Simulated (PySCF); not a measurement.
CH5ClF2Si2, SMILES FC[Si@](F)([SiH3])Cl.

Geometry: B3LYP-D3(BJ)/def2-SVP. The structure was generated by enumeration; whether it is a known compound was not checked. One conformer was computed; it need not be the lowest.

Two levels are set side by side: TDDFT-PBE/def2-SVPD (PySCF) and TDDFT-PBE0/def2-SVPD (PySCF). Vertical, same geometry. The lowest singlet is HOMO→LUMO 98 % with PBE and HOMO→LUMO 96 % with the other functional; states are paired by order. Differences are taken from unrounded values.

| quantity | TDDFT-PBE0 | TDDFT-PBE | TDDFT-PBE minus TDDFT-PBE0 |
|---|---|---|---|
| lowest singlet excitation (eV) | 6.49 | 5.87 | -0.63 |
| lowest triplet excitation (TDA) (eV) | 5.80 | 5.37 | -0.43 |
| first bright state (f over 0.05) (eV) | 7.57 | 6.71 | -0.85 |
| its oscillator strength | 0.24 | 0.11 | -0.13 |

Functionals without exact exchange tend to place singlet excitations lower, as here. Differences between two approximate levels are no errors against the true value.

Rough cost on one machine, each run with all the roots and properties that it gave: TDDFT-PBE0 against TDDFT-PBE about 4 times.
